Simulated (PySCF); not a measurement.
SMILES CS[SiH2][Si](C)(C)C, GFN2-xTB optimised geometry.

```
21

C     -1.00    -4.26    -3.56
S     -0.19    -3.64    -2.06
Si    -1.15    -1.72    -1.89
Si    -0.30    -0.67     0.00
C      1.61    -0.67     0.00
C     -0.93     1.14     0.00
C     -0.92    -1.53     1.59
H     -0.58    -5.24    -3.77
H     -2.07    -4.34    -3.40
H     -0.79    -3.59    -4.39
H     -2.59    -2.03    -1.90
H     -0.92    -1.08    -3.19
H      1.99    -1.68    -0.07
H      2.01    -0.23     0.91
H      2.00    -0.11    -0.84
H     -2.01     1.18     0.02
H     -0.56     1.68     0.87
H     -0.59     1.67    -0.88
H     -0.51    -1.06     2.48
H     -0.62    -2.57     1.61
H     -2.00    -1.49     1.67
```

Density from CAM-B3LYP/def2-SVP (PySCF) at that geometry.

Minimum of the electron density along straight lines between bonded atoms, close to the bond critical point (lines longer than 1.1 times the sum of covalent radii, or with two minima, are not listed):

| bond | length / Å | ρ at the minimum / e bohr⁻³ | ∇²ρ there / e bohr⁻⁵ | position (fraction from the first atom) |
|---|---|---|---|---|
| C1–S2 | 1.815 | ___ | -0.32 | 0.47 |
| S2–Si3 | 2.159 | ___ | ___ | 0.65 |
| Si4–C5 | 1.910 | 0.110 | 0.31 | 0.38 |
| Si4–C6 | 1.908 | 0.110 | 0.32 | 0.38 |
| Si4–C7 | 1.911 | 0.110 | 0.31 | 0.38 |
| C1–H8 | 1.085 | 0.280 | -1.07 | 0.64 |
| C1–H9 | 1.086 | 0.280 | -1.07 | 0.64 |
| C1–H10 | 1.086 | 0.280 | -1.07 | 0.64 |
| Si3–H11 | 1.470 | 0.116 | 0.32 | 0.49 |
| Si3–H12 | 1.469 | 0.116 | 0.32 | 0.49 |
| C5–H13 | 1.086 | 0.273 | -0.99 | 0.63 |
| C5–H14 | 1.087 | 0.271 | -0.98 | 0.63 |
| C5–H15 | 1.086 | 0.272 | -0.98 | 0.63 |
| C6–H16 | 1.086 | 0.272 | -0.98 | 0.63 |
| C6–H17 | 1.086 | 0.272 | -0.98 | 0.63 |
| C6–H18 | 1.086 | 0.272 | -0.98 | 0.63 |
| C7–H19 | 1.087 | 0.271 | -0.98 | 0.63 |
| C7–H20 | 1.086 | 0.273 | -0.99 | 0.63 |
| C7–H21 | 1.086 | 0.272 | -0.98 | 0.63 |

Q: Some entries are withheld; supply them.

A: 
- C1–S2, ρ at the minimum / e bohr⁻³: 0.179
- S2–Si3, ρ at the minimum / e bohr⁻³: 0.092
- S2–Si3, ∇²ρ there / e bohr⁻⁵: 0.16
